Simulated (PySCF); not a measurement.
Input for PySCF:
```python
from pyscf import gto, scf, dft

mol = gto.Mole()
mol.atom = '''
    C     2.341588    1.088337   -0.232543
    C     1.813086   -0.212453    0.235146
    C     0.571285   -0.283754    0.990091
    Ge   -1.074531   -0.176960   -0.196416
    H     3.391747    1.010313   -0.507028
    H     2.229698    1.853583    0.536823
    H     1.794974    1.444493   -1.117907
    H     2.222002   -1.116305   -0.184952
    H     0.485135   -1.220316    1.542918
    H     0.477787    0.549384    1.690090
    H    -1.128612   -1.309313   -1.176367
    H    -1.069103    1.077905   -1.016006
    H    -2.374402   -0.179787    0.561568
'''
mol.basis = 'pcseg-1'
mol.charge = 0
mol.spin = 1
mol.verbose = 4
mol.build()

mf = dft.UKS(mol)
mf.xc = 'm06'
mf = mf.density_fit(auxbasis='def2-universal-jkfit')
mf.kernel()
```

Task: Predict the dipole moment from PySCF with DF-M06/pcseg-1.

Result: 0.34 D

Task: Predict the Mulliken (on the basis functions themselves) charges in atom order from DF-M06/pcseg-1.

Result: C1 -0.20, C2 -0.26, C3 -0.35, Ge4 0.08, H5 0.12, H6 0.11, H7 0.12, H8 0.10, H9 0.14, H10 0.13, H11 0.01, H12 0.01, H13 0.01

Task: Give the <S^2> at the level DF-M06/pcseg-1.

Result: 0.755

These values belong to the state on which the SCF converged, which isn't shown to be the lowest.

Task: Roughly what does it cost on one core?

Result: about 18 core-seconds (a rough figure).
